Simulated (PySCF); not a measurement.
C2H5BO3, SMILES OB1COCO1. Atoms are numbered in the order given.

```xyz
11

O      2.1381    -0.1047     0.3515
B      0.8013    -0.0309     0.1169
C     -0.0804     1.2543    -0.1847
O     -1.4099     0.7186    -0.0141
C     -1.3373    -0.6553    -0.2761
O     -0.0350    -1.1268     0.0930
H      2.4287    -1.0258     0.4873
H      0.0734     1.6493    -1.2215
H      0.0509     2.1058     0.5128
H     -2.1137    -1.1788     0.3220
H     -1.4858    -0.8876    -1.3636
```
Charge 0, spin multiplicity 1.

The structure is a stationary point at PBE-D3(BJ)/def2-SVP. The structure was generated by enumeration, and PubChem lists no compound with its InChIKey, so it may never have been made. Other conformers were not sampled.

Method: PySCF with TDA-PBE0/def2-SVPD.

Vertical excitations. Isolated molecule, no solvent.

Computed excitation energies, oscillator strengths and character:
```tsv
state	energy (eV)	λ (nm)	f	main pairs
S1	6.76	183	0.011	HOMO→LUMO 95 %
S2	7.30	170	0.027	HOMO→LUMO+1 73 %, HOMO→LUMO+2 25 %
S3	7.44	167	0.010	HOMO→LUMO+2 66 %, HOMO→LUMO+1 24 %
S4	7.78	159	0.006	HOMO−1→LUMO 92 %
S5	8.12	153	0.001	HOMO→LUMO+3 88 %
S6	8.31	149	0.042	HOMO→LUMO+4 74 %
S7	8.38	148	0.018	HOMO−2→LUMO 60 %, HOMO−1→LUMO+1 18 %, HOMO→LUMO+5 13 %
S8	8.44	147	0.037	HOMO→LUMO+5 53 %, HOMO−1→LUMO+1 22 %, HOMO→LUMO+4 11 %
S9	8.49	146	0.017	HOMO−1→LUMO+1 29 %, HOMO−2→LUMO 27 %, HOMO→LUMO+5 18 %, HOMO−1→LUMO+2 12 %
S10	8.69	143	0.029	HOMO−1→LUMO+2 73 %, HOMO−1→LUMO+1 15 %
T1	6.65	187	0	HOMO→LUMO 91 %
T2	6.90	180	0	HOMO→LUMO+1 72 %, HOMO→LUMO+2 22 %
T3	7.21	172	0	HOMO→LUMO+2 58 %, HOMO→LUMO+1 17 %
T4	7.46	166	0	HOMO−1→LUMO+1 77 %, HOMO−1→LUMO+2 13 %
```
Triplets are in the Tamm–Dancoff approximation.
